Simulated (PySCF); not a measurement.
## 33S chemical shifts

One computed conformer, non-relativistic Hamiltonian, rapidly exchanging positions averaged, isolated molecule. NMR shieldings at PBE0/pcSseg-1/GIAO; geometry from GFN2-xTB; PySCF 2.14.0 with density-fitted response routines.

Shieldings were converted by a linear fit to measured shifts: 33S (scatter 33.3 ppm rms vs sulfate, solution or neat liquid). A few per cent of atoms miss by over 2 rms, more outside the fitted compound classes.

Question: Give the 33S shifts of `CC[C@](C)(CS)O[SiH3]`, `C#C/C(SC)=C(/C=O)S[SiH3]`, `CCS[SiH2]c1cc(=O)c1=S`, `C#C/C(SC)=C(\C=O)S[SiH3]`, `CC1=C(S[SiH3])C(=S)CC1=O`, `CSc1csc([SiH2]C=O)c1`.

Answer: 
| compound | environment | δ (ppm) |
| --- | --- | --- |
| CC[C@](C)(CS)O[SiH3] | thiol sulfur | -453 |
| [CH:1]#[C:2]/[C:3]([S:4][CH3:5])=[C:6](/[CH:7]=[O:8])[S:9][SiH3:10] | S4: sulfide sulfur | -269 |
| [CH:1]#[C:2]/[C:3]([S:4][CH3:5])=[C:6](/[CH:7]=[O:8])[S:9][SiH3:10] | S9: sulfur bonded to C, Si | -373 |
| [CH3:1][CH2:2][S:3][SiH2:4][c:5]1[cH:6][c:7](=[O:8])[c:9]1=[S:10] | S10: sulfur bonded to C | 596 |
| [CH3:1][CH2:2][S:3][SiH2:4][c:5]1[cH:6][c:7](=[O:8])[c:9]1=[S:10] | S3: sulfur bonded to C, Si | -489 |
| [CH:1]#[C:2]/[C:3]([S:4][CH3:5])=[C:6](\[CH:7]=[O:8])[S:9][SiH3:10] | S4: sulfide sulfur | -218 |
| [CH:1]#[C:2]/[C:3]([S:4][CH3:5])=[C:6](\[CH:7]=[O:8])[S:9][SiH3:10] | S9: sulfur bonded to C, Si | -377 |
| [CH3:1][C:2]1=[C:3]([S:4][SiH3:5])[C:6](=[S:7])[CH2:8][C:9]1=[O:10] | S7: thione sulfur | 489 |
| [CH3:1][C:2]1=[C:3]([S:4][SiH3:5])[C:6](=[S:7])[CH2:8][C:9]1=[O:10] | S4: sulfur bonded to C, Si | -383 |
| [CH3:1][S:2][c:3]1[cH:4][s:5][c:6]([SiH2:7][CH:8]=[O:9])[cH:10]1 | S5: aromatic ring sulfur | -66 |
| [CH3:1][S:2][c:3]1[cH:4][s:5][c:6]([SiH2:7][CH:8]=[O:9])[cH:10]1 | S2: sulfide sulfur | -300 |
